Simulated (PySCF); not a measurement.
SMILES C[SiH](C)[Ge]([Cl])([Cl])[Cl], singlet at its PBE0/def2-SVP optimised geometry (Å):

```
14

Si     0.1490    -0.1010     0.0000
C     -0.5472    -1.2053    -1.3452
C     -0.5464     1.6397     0.0000
Ge    -0.4957    -1.0869     2.0795
Cl     0.1908    -3.1220     2.3193
Cl    -2.6589    -1.1523     2.2055
Cl     0.1828     0.0160     3.8095
H      1.6433    -0.1010     0.0000
H     -0.2969    -0.8053    -2.3406
H     -1.6429    -1.2700    -1.2619
H     -0.1345    -2.2225    -1.2677
H     -0.1422     2.2225     0.8414
H     -1.6433     1.6167     0.0907
H     -0.2858     2.1580    -0.9364
```

Calculation: PBE0/def2-TZVP (PySCF).

Map of the electrostatic potential (hartree/e), clipped to [-0.08, 0.12] on the plane z = 0.8 Å:

```
|1111111111111111111111111111111|
|1111111111111111111111111111111|
|1111111111111112221111111111111|
|1111111111111222222211111111111|
|1111111111112233322221111111111|
|1111111111123577643221111111111|
|1111112222235999963222111111111|
|1111122233349999984222111111111|
|1111122345679999984222111111111|
|1111123468999999964322111111111|
|1111123469999999954322111111111|
|1111122356799999976432211111111|
|0011112334569999999642211111111|
|0000111234569999999853221111111|
|0000001224589999999964321111111|
|0000001124699999999986421111111|
|0000001234799999999975421111111|
|0000011235899999999964321111111|
|0000112335899999999743211111111|
|0000112335899999999642211111111|
|0000012235799999996432111111111|
|0000001124689999865322111111111|
|0000000113467887543221111111100|
|0000000012345554332111100000000|
|0000000001223333221100000000000|
|0000000000111122110000000000000|
|0000000000000011110000000000000|
|0000000000000000000000000000000|
|0000000000000000000000000000000|
|0000000000000000000000000000000|
|0000000000000000000000000000000|
```
Scale: ten equal steps from -0.013 (start of '0') to 0.120 (end of '9'), in the order '0123456789'; x runs from -4.50 to 4.50, y from -4.50 (bottom) to 4.50 (top).
